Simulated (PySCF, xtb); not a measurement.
C2H2BrCl, SMILES Cl/C=C\Br.

xtb with GFN2-xTB at its own geometry gives an orbital gap of 3.98 eV and a dipole moment of 3.29 D.

The structure is a stationary point at B3LYP-D3(BJ)/def2-SVP.

### Question
What does PBE/def2-TZVPD (PySCF) give? (An estimate is asked for; the answer gives what the named calculation found.)

### Answer
gap 4.59 eV (levels -6.24 and -1.66 eV), dipole 1.65 D.
